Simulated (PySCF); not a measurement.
# Cost of excited-state runs on SMILES [C@@H]1(OC)CC=NCC1, C₆H₁₁NO

Atom-mapped SMILES (the numbers label the heavy atoms): `[CH3:1][O:2][C@@H:3]1[CH2:4][CH:5]=[N:6][CH2:7][CH2:8]1`. Each H is labelled by its parent atom. Ha(C4), Ha(C7), Ha(C8) are cis to O2 on the ring; Hb(C4), Hb(C7), Hb(C8) are trans to O2 on the ring.

PySCF with density fitting, on 1 thread of an Arm Neoverse N1, shared host. Command: `OMP_NUM_THREADS=1 python excited_run.py task.json out`

(1) How long does each of these runs take, and how much memory?
- magnetisability and related constants, B3LYP/pcSseg-1; isotopologues; writes grids
- magnetisability and related constants, KT2/STO-3G; usual settings

## Answers

(1) 
| run | level | basis functions | wall time | peak memory (GiB) |
| --- | --- | --- | --- | --- |
| magnetisability and related constants | B3LYP/pcSseg-1 | 191 | 68 s | 0.95 |
| magnetisability and related constants | KT2/STO-3G | 51 | 18 s | 0.49 |

Times from a shared host are rough.
